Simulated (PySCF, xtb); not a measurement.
C4H4ClF, SMILES F[C@H]1C=C(Cl)C1.

Harmonic wavenumbers (cm⁻¹) from GFN2-xTB run with xtb at its own minimum, in rising order: 115, 255, 368, 408, 437, 534, 759, 832, 932, 966, 999, 1025, 1085, 1126, 1167, 1179, 1231, 1286, 1431, 1648, 2941, 3012, 3022, 3167.

What does PBE-D3(BJ)/def2-SVP (PySCF 2.14.0) give at its own minimum? (An estimate is asked for; the answer gives what the named calculation found.)

113, 259, 389, 416, 435, 543, 757, 831, 891, 934, 969, 1024, 1095, 1125, 1135, 1178, 1246, 1316, 1394, 1611, 2974, 2996, 3066, 3173. Paired by order, the mean absolute difference is 17 cm⁻¹ and the zero-point energies are 42.8 and 42.7 kcal/mol.
